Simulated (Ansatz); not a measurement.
`ClC1(Cl)C[SiH2]1` and `ClC1(Br)C[SiH2]1` differ in one atom or group.

Ansatz, PBE0-D4/def2-TZVP geometries, multiplicity 1. 

Scalar relativity is left out up to krypton.

```csv
property,`ClC1(Cl)C[SiH2]1`
size of the dipole moment (PBE/def2-TZVPP) / D,2.23
size of the dipole moment (B3LYP/def2-TZVPP) / D,2.44
HOMO–LUMO gap (PBE0/def2-TZVPP) / eV,6.50
HOMO energy (PBE0/def2-TZVPP) / eV,-7.18
size of the dipole moment (ωB97M-V/def2-TZVPP) / D,2.48
HOMO energy (ωB97M-V/def2-TZVPP) / eV,-9.31
```

Give the same properties after the change, and the shifts. (An estimate is asked.)

Ansatz gave: 
```tsv
property	`ClC1(Br)C[SiH2]1`	shift
size of the dipole moment (PBE/def2-TZVPP) / D	2.23	0.00
size of the dipole moment (B3LYP/def2-TZVPP) / D	2.44	0.00
HOMO–LUMO gap (PBE0/def2-TZVPP) / eV	6.20	-0.30
HOMO energy (PBE0/def2-TZVPP) / eV	-7.14	0.04
size of the dipole moment (ωB97M-V/def2-TZVPP) / D	2.46	-0.02
HOMO energy (ωB97M-V/def2-TZVPP) / eV	-9.26	0.05
```

Dipoles are sizes alone; their direction can turn.

B3LYP here is the variant with VWN-RPA as its local correlation; programs differ in this.

Spin–orbit coupling is left out; it splits and shifts lone-pair levels of the heavy atoms by tenths of an eV.
